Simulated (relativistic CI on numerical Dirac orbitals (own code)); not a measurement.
d3 in a ligand field

Computed with a parametric ligand-field model of a d^n configuration (Racah B and C, spin-orbit zeta, crystal field), exact diagonalisation.

Field parameters in Wybourne normalisation: Oh B⁴₀ = 21Dq, B⁴₄ = √(5/14) B⁴₀; Td as Oh with Dq negative (B⁴₀ = 21Dq, B⁴₄ = √(5/14) B⁴₀). The field is a parameter set, without covalency.

Q: Lowest levels for B = 830, C = 3860, ζ = 370 cm⁻¹, Td, 10Dq = -8800 cm⁻¹?

A: Γ8 0 (S 1.50), Γ7 48 (S 1.50), Γ8 464 (S 1.50), Γ6 736 (S 1.50), Γ7 7870 (S 1.50), Γ8 7926 (S 1.50), Γ6 8118 (S 1.50), Γ8 8130 (S 1.49), Γ8 9291 (S 0.52) cm⁻¹, with S from ⟨S²⟩ = S(S + 1). The ground level has 1.92 electrons in the cubic e pair.

Q: Lowest levels for B = 800, C = 3850, ζ = 550 cm⁻¹, Oh, 10Dq = 4300 cm⁻¹?

A: Γ8 0 (S 1.50), Γ7 4171 (S 1.50), Γ8 4278 (S 1.50), Γ8 4422 (S 1.50), Γ6 4542 (S 1.50), Γ7 7191 (S 1.50), Γ8 7335 (S 1.50), Γ8 7885 (S 1.50), Γ6 8199 (S 1.50) cm⁻¹, with S from ⟨S²⟩ = S(S + 1). The ground level has 0.03 electrons in the cubic e pair.

Q: Lowest levels for B = 570, C = 2560, ζ = 380 cm⁻¹, Oh, 10Dq = 11500 cm⁻¹?

A: Γ8 0 (S 1.50), Γ8 11199 (S 1.21), Γ7 11361 (S 1.50), Γ8 11462 (S 1.48), Γ6 11538 (S 1.43), Γ8 12060 (S 0.79), Γ8 12350 (S 0.73), Γ6 12482 (S 0.63), Γ7 16602 (S 1.37) cm⁻¹, with S from ⟨S²⟩ = S(S + 1). The ground level has 0.00 electrons in the cubic e pair.

Q: Lowest levels for B = 600, C = 2830, ζ = 800 cm⁻¹, Oh, 10Dq = 28300 cm⁻¹?

A: Γ8 0 (S 1.50), Γ8 13151 (S 0.51), Γ8 13522 (S 0.50), Γ6 13728 (S 0.50), Γ8 20932 (S 0.51), Γ7 21136 (S 0.51), Γ7 28034 (S 1.50), Γ8 28244 (S 1.49), Γ8 28536 (S 1.50) cm⁻¹, with S from ⟨S²⟩ = S(S + 1). The ground level has 0.00 electrons in the cubic e pair.

Q: Lowest levels for B = 570, C = 2900, ζ = 340 cm⁻¹, Oh, 10Dq = 29850 cm⁻¹?

A: Γ8 0 (S 1.50), Γ8 13214 (S 0.50), Γ8 13577 (S 0.50), Γ6 13640 (S 0.50), Γ8 20971 (S 0.50), Γ7 21088 (S 0.50), Γ7 29719 (S 1.50), Γ8 29805 (S 1.50), Γ8 29941 (S 1.50) cm⁻¹, with S from ⟨S²⟩ = S(S + 1). The ground level has 0.00 electrons in the cubic e pair.
